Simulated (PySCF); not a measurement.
Job for PySCF: R-B3LYP/LANL2DZ on FHTe (SMILES F[TeH]), a point of a bond scan (R = 3.856 Å).

```python
from pyscf import gto, scf, dft, mp
from pyscf.data.elements import chemcore

mol = gto.M(
    atom='''
    Te    0.18518663   -0.06058026    0.20051425
    H     1.31186066   -0.30942416   -1.00396715
    F    -2.61664563    0.82937976   -2.29446401
    ''',
    basis='lanl2dz',
    ecp={'Te': 'lanl2dz'},
    charge=0, spin=0, verbose=3, max_memory=1800)
mf = dft.RKS(mol, xc='b3lyp')
mf.conv_tol = 1e-8
mf.max_cycle = 100
mf.kernel()
if not mf.converged:
    mf = mf.newton().run(mf.mo_coeff, mf.mo_occ)
```

It printed:

```
converged SCF energy = -108.334860615006
```

The run converged.

Cost: about 4 core-seconds (a rough figure).
